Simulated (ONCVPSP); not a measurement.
Cutoff test, Lu, ONCV

- Element: lutetium
- Generator: ONCVPSP 4.0.1
- Type: optimised norm-conserving Vanderbilt (ONCV)
- Functional: PBE
- Relativity: scalar-relativistic
- Frozen core: [Kr] 4d10
- Valence charge: 25
- Reference configuration: 4f14 5s2 5p6 5d1 6s2
- Partial waves: 5s+6s: rc 1.65 bohr, ncon 4, nbas 8, qcut 6.9 1/bohr, 2 projectors; 5p: rc 2.15 bohr, ncon 4, nbas 9, qcut 5 1/bohr, 2 projectors, debl 1.1 Ha; 5d: rc 2.05 bohr, ncon 4, nbas 7, qcut 4.2 1/bohr, 2 projectors, debl 2.5 Ha; 4f: rc 0.80 bohr, ncon 3, nbas 8, qcut 21.1 1/bohr, 2 projectors, debl 3.6 Ha
- Local potential: polynomial inside 0.50 bohr (lpopt 5, dvloc0 4 Ha)
- Core correction: none

In the p channel the program set the typed energies aside and used -1.164, 0.250 Ha.

**Question.** For each optimised wave give the share of its norm inside rc, the residual kinetic energy above qcut (Ha) and the cutoffs (Ha) for errors of 10, 1, 0.1 and 0.01 mHa per electron.

**Answer.**

```
         wave  norm inside rc  residual KE  10 mHa  1 mHa  0.1 mHa  0.01 mHa
           5s           0.885      2.4e-05    14.7   18.7     22.0      40.0
           6s           0.038      9.2e-06    10.8   16.4     20.4      23.9
           5p           0.923      1.0e-05     7.2    9.3     11.0      12.6
p projector 2           0.122      1.3e-05     6.3    8.5     10.4      16.1
           5d           0.337      2.6e-03     7.2   10.9     34.2      41.2
d projector 2           0.138      1.8e-02     9.7   14.3     25.7      40.7
           4f           0.680      1.3e-05   165.8  187.7    205.0     252.3
f projector 2           0.039      3.1e-06   145.7  174.7    196.7     213.3
```

The occupied waves need 188 Ha and 205 Ha for 1 and 0.1 mHa. Note: ghosts flagged at negative energy: s at -1372.3 eV, p at -554.3 eV; GHOST(+) flagged for s at 66.5 eV, d at 89.2 eV. A true bound ghost makes a file unfit for plane-wave use. 1 of 4 tests not solved or not reliable.
